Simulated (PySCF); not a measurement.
## CaH: mean field, correlation and small terms against distance

State: ²Σ⁺, doublet, unpaired electrons σ ↑. ROHF-based CCSD(T) in PySCF 2.14 with Ca cc-pwCVDZ-X2C, H aug-cc-pVDZ-DK and Ca cc-pwCVTZ-X2C, H aug-cc-pVTZ-DK (frozen core orbitals: 5; spin-free X2C with a Gaussian nucleus). Correlation energies are extrapolated as n⁻³ (n = 2, 3), Hartree–Fock as (n+1)·exp(−9√n). All energies in eV from Ca + H.

```json
{"R (Å)": "1.7624", "HF/CBS": "-1.179", "CCSD corr.": "-0.389", "(T)": "0.0360", "total": "-1.532"}
{"R (Å)": "1.8425", "HF/CBS": "-1.354", "CCSD corr.": "-0.354", "(T)": "0.0385", "total": "-1.670"}
{"R (Å)": "1.9226", "HF/CBS": "-1.458", "CCSD corr.": "-0.325", "(T)": "0.0405", "total": "-1.743"}
{"R (Å)": "2.0027", "HF/CBS": "-1.504", "CCSD corr.": "-0.303", "(T)": "0.0419", "total": "-1.765"}
{"R (Å)": "2.0828", "HF/CBS": "-1.506", "CCSD corr.": "-0.285", "(T)": "0.0427", "total": "-1.748"}
{"R (Å)": "2.1829", "HF/CBS": "-1.458", "CCSD corr.": "-0.270", "(T)": "0.0432", "total": "-1.685"}
{"R (Å)": "2.2830", "HF/CBS": "-1.371", "CCSD corr.": "-0.261", "(T)": "0.0429", "total": "-1.589"}
```

A fit to the total gives Re = 2.0048 Å, De = 1.765 eV, ωe = 1295.9 cm⁻¹, Be = 4.267 cm⁻¹ (masses 39.9626 and 1.0078 u).

**Question.** At R = 2.0027 Å the CCSD correlation energy is -0.224092 hartree in the smaller basis and -0.283065 in the larger. Extrapolate it.

**Answer.** (3³·E3 − 2³·E2)/(3³ − 2³) = -0.30790 hartree; the larger basis holds 91.9 % of it.

The T1 diagnostic is 0.021. The state was picked by a PBE0 search and need not be the measured ground state. Spin–orbit coupling, excitations beyond (T) and corrections to the Born–Oppenheimer picture are left out.
